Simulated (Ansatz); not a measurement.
Reaction (homolysis of the F–Si bond): `CC(=O)O[SiH2]F` → F• + `CC(=O)O[SiH2]`•

Isolated molecules relaxed with PBE0-D4/def2-TZVP in Ansatz; ΔE leaves out vibrations. CBS: MP2 limit from def2 TZ/QZ plus the TZ coupled-cluster correction, frozen cores. This one scheme is used for every species, atoms too. DFT in def2-TZVPP. No spin–orbit coupling; open shells (•) take unrestricted orbitals. Spin–orbit coupling would lower the free atoms: a little for F. Each species was taken in one conformer, which may not be the lowest.

```json
{"species": "`CC(=O)O[SiH2]F`", "B97M-V energy (Eh)": "-619.12987"}
{"species": "F•", "B97M-V energy (Eh)": "-99.73199"}
{"species": "`CC(=O)O[SiH2]`•", "B97M-V energy (Eh)": "-519.14728"}
```

Work out ΔE.

ΔE = (-99.73199) + (-519.14728) − (-619.12987) = 0.25060 Eh = +658.0 kJ/mol. CCSD(T)/CBS gives +677.1 kJ/mol.

Largest T1 diagnostic among the species: 0.016.

From r2SCAN to r2SCAN0 (25 % exact exchange), in def2-TZVPP and without D4, ΔE moves by −14.9 kJ/mol: exact exchange takes away binding that semilocal exchange gives to molecules. At CCSD(T), def2-SVP lies −65.9 kJ/mol from the extrapolated value and def2-TZVPP −21.3 kJ/mol: correlation converges slowly with the basis, and small sets miss more of it in the bonded molecule than in its fragments. Leaving LDA and LC-ωPBE aside and taking each functional with its dispersion term where it has one, the values, not all of them listed here, spread over 40.5 kJ/mol, from revPBE-D4 to ωB97M-V. LDA lies +91.4 kJ/mol from PBE without D4, its usual overbinding.
